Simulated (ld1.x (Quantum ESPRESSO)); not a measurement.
**Which change was made? (Nb, TM semilocal)**

ld1.x (Quantum ESPRESSO) 7.5 input, shortened:

```
&input
   title='Nb', zed=41., rel=1, dft='BLYP', iswitch=3,
   config='[Kr] 4d4 5s1 5p0'
 /
 &inputp
   pseudotype=1, tm=.true., lloc=2,
   nlcc=.true., rcore=0.85
 /
3
5S  1  0   1.00   0.00  3.10  3.10  0.0
5P  2  1   0.00   0.00  3.15  3.15  0.0
4D  3  2   4.00   0.00  1.55  1.55  0.0
 &test
   configts(1)='4d4 5s1 5p0'
 /
```

Cutoffs, loose and tight: the cutoffs (Ry, on a coarse ladder) from which the occupation-weighted sum of valence levels, in a spherical-Bessel basis at the reference potential, stays within 10 and 1 mRy of its value at 400 Ry. They do not see the model core or the augmentation charge, which bear on the density cutoff. Test errors are all-electron minus pseudo excitation energies from the reference, over the configurations 4d4 5s0 5p0; 4d3 5s0 5p0; 4d2 5s0 5p0; 4d4 5s0 5p1; 4d1 5s0 5p0; 4d5 5s0 5p0; 4d4 5s0.5 5p0; variants that change the core or the reference have their own tests.

The base gives: outcome: generated; cutoff, loose: 40 Ry; cutoff, tight: 50 Ry; bound ghosts: none; largest test error (meV): -1411.

Task: After one change the result is: outcome: generated; cutoff, loose: 50 Ry; cutoff, tight: 80 Ry; bound ghosts: none; largest test error (meV): -1412. Which change was it?
A. wave 4d (bound): rc 1.55 bohr becomes 4d (bound): rc 1.30 bohr
B. wave 5s (bound): rc 3.10 bohr becomes 5s (bound): rc 4.74 bohr
C. type RRKJ, which also changes the form from semilocal to separable; local potential all-electron potential smoothed inside 1.30 bohr (lloc = -2); rho0 0.01

Result: A. The others give: wave 5s (bound): rc 3.10 bohr becomes 5s (bound): rc 4.74 bohr → outcome: generated; cutoff, loose: 40 Ry; cutoff, tight: 50 Ry; bound ghosts: none; largest test error (meV): -2010 | type RRKJ, which also changes the form from semilocal to separable; local potential all-electron potential smoothed inside 1.30 bohr (lloc = -2); rho0 0.01 → outcome: generated; cutoff, loose: 35 Ry; cutoff, tight: 70 Ry; bound ghosts: s, p; largest test error (meV): -1511. In the semilocal form every listed channel keeps its own potential, so the choice of the local channel does not act on these tests. It acts once the file is put into the separable form.
